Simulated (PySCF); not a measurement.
# Electronic structure of Cr⁺ (chromium, charge +1) at the UHF level

Configuration: [Ar] 3d5, high-spin 6S determinant. Computed with PySCF 2.14 in 6-31G*, with no relativity, point nucleus.

```json
{
 "Total energy": "-1042.988815 hartree",
 "One-electron energy": "-1434.7367 hartree",
 "Hartree (Coulomb) energy": "439.5408 hartree",
 "Exchange energy": "-47.7930 hartree",
 "Kinetic energy": "1043.94163 hartree",
 "⟨S²⟩": "8.7501",
 "⟨L²⟩": "0.000",
 "Sum of ⟨r⟩": "16.29 bohr",
 "Sum of ⟨r²⟩": "19.40 bohr²",
 "Density at the nucleus (Gaussians lack the cusp)": "8760 bohr⁻³",
 "Spin density at the nucleus": "-0.0552 bohr⁻³",
 "Langevin diamagnetic susceptibility": "-15.4 ×10⁻⁶ cm³/mol",
 "Time after the integrals": "0.06 s of wall time on 1 thread of Intel(R) Xeon(R) 6975P-C (shared host)"
}
```

```json
{"shell": "1s α", "electrons": "1", "mean orbital energy (eV)": "-6001.0", "rms radius, mean of both spins (bohr)": "0.0743"}
{"shell": "1s β", "electrons": "1", "mean orbital energy (eV)": "-6001.0", "rms radius, mean of both spins (bohr)": "0.0743"}
{"shell": "2s α", "electrons": "1", "mean orbital energy (eV)": "-719.25", "rms radius, mean of both spins (bohr)": "0.319"}
{"shell": "2s β", "electrons": "1", "mean orbital energy (eV)": "-716.51", "rms radius, mean of both spins (bohr)": "0.319"}
{"shell": "2p α", "electrons": "3", "mean orbital energy (eV)": "-608.52", "rms radius, mean of both spins (bohr)": "0.288"}
{"shell": "2p β", "electrons": "3", "mean orbital energy (eV)": "-605.80", "rms radius, mean of both spins (bohr)": "0.288"}
{"shell": "3s α", "electrons": "1", "mean orbital energy (eV)": "-99.827", "rms radius, mean of both spins (bohr)": "0.979"}
{"shell": "3s β", "electrons": "1", "mean orbital energy (eV)": "-90.191", "rms radius, mean of both spins (bohr)": "0.979"}
{"shell": "3p α", "electrons": "3", "mean orbital energy (eV)": "-67.566", "rms radius, mean of both spins (bohr)": "1.06"}
{"shell": "3p β", "electrons": "3", "mean orbital energy (eV)": "-55.680", "rms radius, mean of both spins (bohr)": "1.06"}
{"shell": "3d α", "electrons": "5", "mean orbital energy (eV)": "-16.139", "rms radius, mean of both spins (bohr)": "1.42"}
```
